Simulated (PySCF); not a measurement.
Cl3Sn, charge -1. Atoms are numbered in the order given.

```xyz
4

Sn     0.0000     0.0000     0.6259
Cl     1.9216     1.1095    -0.6136
Cl     0.0000    -2.2189    -0.6136
Cl    -1.9216     1.1095    -0.6136
```
Charge -1, spin multiplicity 1.

Geometry: B3LYP-D3(BJ)/def2-SVPD. The isomer is the one that the SMILES or the coordinates give; other isomers of the formula were not compared. The def2 effective core potentials stand for the cores of Sn; spin–orbit coupling is left out.

All values below come from PBE/def2-TZVPD run with PySCF.

Symmetry labels are those of the subgroup Cs that the program uses (full group C3v).

Computed valence orbital energies around the gap with their symmetry:
```csv
orbital,symmetry,energy (eV)
HOMO−7,A",-4.19
HOMO−6,A',-3.47
HOMO−5,A',-3.10
HOMO−4,A",-3.10
HOMO−3,A",-2.82
HOMO−2,A',-2.82
HOMO−1,A",-2.72
HOMO,A',-2.01
LUMO,A',2.20
LUMO+1,A',2.34
LUMO+2,A",2.34
LUMO+3,A',2.95
```
